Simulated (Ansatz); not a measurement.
Relaxation of CH₇AlFN (11 atoms, charge 0, multiplicity 1), to a largest force component of 0.03 eV/Å in at most 50 steps.

The calculation used Ansatz 0.2.0, RKS r2SCAN/def2-SVP.

```xyz
11
Properties=species:S:1:pos:R:3
Al -0.980 0.221 0.288
N 1.947 -0.374 1.464
C -1.025 0.042 -1.644
F -1.071 1.746 0.971
H 1.035 -0.819 1.595
H -0.868 -0.944 1.292
H 2.215 -0.455 0.483
H 1.854 0.616 1.695
H -1.880 -0.580 -1.960
H -1.104 1.013 -2.160
H -0.122 -0.465 -2.025
```

Where does it end, and by what steps?

The run converged. The force dipped under the threshold on the way, but the program's further checks kept it going. After 16 steps the energy has fallen by 1.366 eV; H10 moved furthest, 0.96 Å. Joined: Al1–N2 (3.21 → 2.07 Å).

```csv
step,energy less start (eV),largest force component (eV/Å),accepted
0,0.0000,0.515,yes
1,-0.0751,1.129,yes
2,-0.1609,1.101,yes
3,-0.2871,1.019,yes
4,-0.3836,1.199,yes
5,-0.4586,1.454,yes
6,-0.5729,1.792,yes
7,-0.9198,1.924,yes
8,-1.1648,2.439,yes
9,-1.2700,0.705,yes
10,-1.3489,0.313,yes
11,-1.3582,0.137,yes
12,-1.3622,0.070,yes
13,-1.3646,0.105,yes
14,-1.3656,0.036,yes
15,-1.3661,0.014,yes
16,-1.3663,0.018,yes
```

```xyz
11
Properties=species:S:1:pos:R:3
Al -0.743 0.017 0.493
N 1.275 -0.056 0.939
C -0.781 -0.052 -1.468
F -0.926 1.556 1.190
H 1.553 -0.851 1.519
H -1.319 -1.179 1.387
H 1.891 -0.033 0.124
H 1.445 0.797 1.480
H -1.810 0.030 -1.863
H -0.208 0.772 -1.931
H -0.377 -1.000 -1.871
```

Whether the end is a true minimum wasn't checked by a vibrational analysis.

Run time: 32 s on 2 threads of Intel(R) Xeon(R) Platinum 8488C (Sapphire Rapids), with other jobs on the host, peak memory 0.18 GiB.
